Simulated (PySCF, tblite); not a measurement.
`[SiH3][SiH]([SiH3])CCl`. Computed geometry: GFN2-xTB, gas phase.

```
atom  x, y, z in Å
Si1   -2.0037    0.8595    0.1996
Si2    0.0466    0.0431   -0.5435
Si3    2.0263    0.9840    0.2400
C4     0.1026   -1.8297   -0.0965
Cl5   -1.4042   -2.6128   -0.6546
H6    -3.0962    0.6996   -0.7606
H7    -1.8840    2.2960    0.4742
H8    -2.4314    0.2226    1.4484
H9     0.0832    0.0118   -2.0211
H10    2.0389    1.1168    1.7000
H11    2.1922    2.3336   -0.3029
H12    3.2451    0.2452   -0.1027
H13    0.9212   -2.3603   -0.5773
H14    0.1627   -2.0097    0.9749
```

**Question.** Give the dihedral angles H9–Si2–Si3–H11, Si1–Si2–C4–Cl5, H9–Si2–C4–H13, C4–Si2–Si3–H10, H6–Si1–Si2–C4.

**Answer.** H9–Si2–Si3–H11 58° (synclinal); Si1–Si2–C4–Cl5 50° (synclinal); H9–Si2–C4–H13 52° (synclinal); C4–Si2–Si3–H10 -73° (synclinal); H6–Si1–Si2–C4 -87° (synclinal). Dihedral signs follow IUPAC: positive where, seen along the central bond, the front bond turns clockwise onto the rear one.

**Question.** Work out the bond lengths Si1–H6, Si1–H7, Si2–Si3, Si2–C4, Si2–H9, Si3–H10, Si3–H12, C4–H14 in Å.

**Answer.** For Si1–H6 the difference vector is (-1.0925, -0.1599, -0.9602) Å, of length 1.4633 Å. Si1–H6 1.463; Si1–H7 1.467; Si2–Si3 2.328; Si2–C4 1.926; Si2–H9 1.478; Si3–H10 1.466; Si3–H12 1.466; C4–H14 1.088 Å.

**Question.** How far apart are these pairs, which share no bond: Si2···H10, Si2···H11, Si3···H14, H6···H10, H7···H10, H10···H13?

**Answer.** Si2···H10 3.187 Å (2 bonds apart); Si2···H11 3.148 Å (2 bonds apart); Si3···H14 3.602 Å (3 bonds apart); H6···H10 5.709 Å (4 bonds apart); H7···H10 4.276 Å (4 bonds apart); H10···H13 4.304 Å (4 bonds apart).

**Question.** Where is the centre of mass (commonest isotopes), and what is the radius of gyration?

**Answer.** Mass 139.970 u; centre at (-0.319, -0.414, -0.187) Å; Rg = √(Σ m r²/M) = 2.203 Å. As Ia + Ib + Ic = 2 Σ m r², the three principal moments sum to 1358.8 u·Å².

**Question.** What is the repulsion energy of the bare nuclei, Σ ZA·ZB/RAB?

**Answer.** 411.10 Eh over 91 pairs, with full nuclear charges and distances in bohr; the largest single term is 44.56 Eh (Si2 with Si3, or a pair equal to it).

**Question.** What are the angles Si2–Si1–H8, Si3–Si2–H9, Si3–Si2–C4, Si1–Si2–H9, H10–Si3–H12, Si2–Si3–H10, H11–Si3–H12, Cl5–C4–H13?

**Answer.** From the scalar product of the two bond vectors; for Si2–Si1–H8 it is -1.2849 Å² over 2.3286 × 1.4656 Å², cos θ = -0.3765. Si2–Si1–H8 112.1°; Si3–Si2–H9 108.9°; Si3–Si2–C4 106.9°; Si1–Si2–H9 110.4°; H10–Si3–H12 105.7°; Si2–Si3–H10 112.3°; H11–Si3–H12 106.5°; Cl5–C4–H13 106.4°.

**Question.** Write the matrix of distances between heavy atoms (Å, lower triangle).

**Answer.** 
```
Si1   0.000
Si2   2.329  0.000
Si3   4.032  2.328  0.000
C4    3.429  1.926  3.425  0.000
Cl5   3.626  3.028  5.050  1.788  0.000
```

Its GFN2-xTB frequencies are all real (lowest 21 cm⁻¹). The numbers are those of one conformer.
